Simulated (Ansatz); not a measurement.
Reaction (substitution at a C–S bond): `CCSS` + `CBO` → `CBOCC` + `SS`

Gas-phase electronic energies from Ansatz, PBE0-D4/def2-TZVP geometries. CBS: MP2 limit from def2 TZ/QZ plus the TZ coupled-cluster correction, frozen cores. This one scheme is used for every species. DFT in def2-TZVPP. B3LYP here is the variant with VWN-RPA as its local correlation; programs differ in this. One conformer a species, not always the lowest.

`CCSS`:

```xyz
10

C     0.745   -0.379    0.738
C    -0.269   -0.846   -0.281
S    -0.528    0.304   -1.658
S    -1.433    1.901   -0.774
H     0.874   -1.130    1.521
H     1.715   -0.195    0.273
H     0.412    0.545    1.217
H     0.062   -1.761   -0.783
H    -1.237   -1.054    0.177
H    -0.342    2.615   -0.430
```

`CBO`:

Z-matrix (Å, degrees):
```
C
B 1 1.559
H 1 1.096 2 110.2
H 1 1.092 2 113.4 3 122.1
H 1 1.096 2 110.2 3 -115.8
O 2 1.357 1 119.4 3 -122.1
H 2 1.207 1 121.8 3 57.8
H 6 0.960 2 113.1 1 180.0
```

`CBOCC`:

Cartesian coordinates in Å:
```
C -1.167 -0.821 2.101
B -0.877 0.032 0.827
O 0.386 0.142 0.370
C 0.709 0.888 -0.792
C 1.204 -0.029 -1.884
H -1.891 -1.611 1.872
H -1.646 -0.202 2.869
H -0.273 -1.278 2.529
H -1.756 0.605 0.228
H -0.169 1.453 -1.123
H 1.488 1.603 -0.510
H 1.507 0.552 -2.757
H 2.063 -0.609 -1.539
H 0.420 -0.726 -2.190
```

`SS`:

```xyz
4

S     0.713   -0.575    0.653
S    -0.165   -0.031   -1.113
H     0.902    0.654    1.172
H    -1.451   -0.048   -0.713
```

CCSD(T)/CBS gives +11.5 kcal/mol.

Q: Another level gave +11.3 kcal/mol. Which?
A. MP2/def2-TZVPP
B. RPA@PBE/def2-TZVPP
C. B3LYP-D4/def2-TZVPP
D. r2SCAN0-D4/def2-TZVPP

A: D. r2SCAN0-D4 11.3, RPA@PBE/def2-TZVPP 8.9, B3LYP-D4 10.3, MP2/def2-TZVPP 12.9 kcal/mol.

Largest T1 diagnostic among the species: 0.012.

Leaving LDA and LC-ωPBE aside and taking each functional with its dispersion term where it has one, the values, not all of them listed here, spread over 3.0 kcal/mol, from CAM-B3LYP-D4 to revPBE-D4. At CCSD(T), def2-SVP lies −3.0 kcal/mol from the extrapolated value and def2-TZVPP −1.0 kcal/mol. In def2-TZVPP, CCSD(T) changes the Hartree–Fock value by +3.3 kcal/mol (the triples alone add +0.7 kcal/mol) and MP2 by +5.8 kcal/mol.
